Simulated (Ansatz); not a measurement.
Total energies of `CN[SiH](C)F`.

```xyz
13

C    -1.171    0.435   -1.341
N    -1.128    0.363    0.104
Si    0.035   -0.443    1.045
C     1.755   -0.108    0.439
F    -0.131   -2.045    1.030
H    -0.170    0.280   -1.749
H    -1.506    1.420   -1.678
H    -1.826   -0.321   -1.789
H    -2.009    0.580    0.543
H    -0.204   -0.029    2.449
H     1.900   -0.479   -0.579
H     2.482   -0.615    1.077
H     1.972    0.962    0.449
```

The species carries charge 0 and has multiplicity 1. The structure was optimised at the PBE0-D4/def2-TZVP level. It is one conformer, not always the lowest. Basis def2-TZVPP, the Gaussian-basis code of Ansatz.

RPA on PBE orbitals: Hartree–Fock energy of these orbitals -523.37800 Eh, correlation -1.53810 Eh (frozen core).

| functional | kind | energy without D4 (Eh) | D4 term (kJ/mol) |
| --- | --- | --- | --- |
| PBE | GGA | -524.89547 | -24.3 |
| LC-ωPBE | long-range corrected hybrid | -525.10841 | – |

Task: Give the same for LDA (SPW92), revPBE, BLYP, r2SCAN, B97M-V, PBE0, B3LYP, r2SCANh, r2SCAN0, HSE06 (plane-wave form), BHLYP, CAM-B3LYP, ωB97X-V, ωB97M-V, B2PLYP, PBE-QIDH. (Best estimate.)

Result: Ansatz gave: 
| functional | kind | energy without D4 (Eh) | D4 term (kJ/mol) |
| --- | --- | --- | --- |
| LDA (SPW92) | LDA | -522.30904 | – |
| revPBE | GGA | -525.18307 | -77.4 |
| BLYP | GGA | -525.24620 | -53.6 |
| r2SCAN | meta-GGA | -525.18069 | -6.2 |
| B97M-V | meta-GGA with VV10 | -525.21265 | – |
| PBE0 | global hybrid, 25 % exact exchange | -524.94679 | -20.5 |
| B3LYP | global hybrid, 20 % | -525.36012 | -38.9 |
| r2SCANh | meta-GGA hybrid, 10 % | -525.16890 | -6.5 |
| r2SCAN0 | meta-GGA hybrid, 25 % | -525.15232 | -7.2 |
| HSE06 (plane-wave form) | screened hybrid | -524.92800 | -19.0 |
| BHLYP | global hybrid, 50 % | -525.21361 | -28.4 |
| CAM-B3LYP | range-separated hybrid | -525.24643 | -20.6 |
| ωB97X-V | range-separated hybrid GGA with VV10 | -525.21176 | – |
| ωB97M-V | range-separated hybrid meta-GGA with VV10 | -525.21272 | – |
| B2PLYP | double hybrid | -525.03696 | – |
| PBE-QIDH | double hybrid | -524.83753 | – |

B3LYP takes the VWN-RPA correlation (the form of Gaussian; ORCA's B3LYP/G). HSE06 is the plane-wave form, built on full-range PBE exchange. The double hybrids freeze the cores in their second-order part.

LC-ωPBE has ω = 0.4 bohr⁻¹.
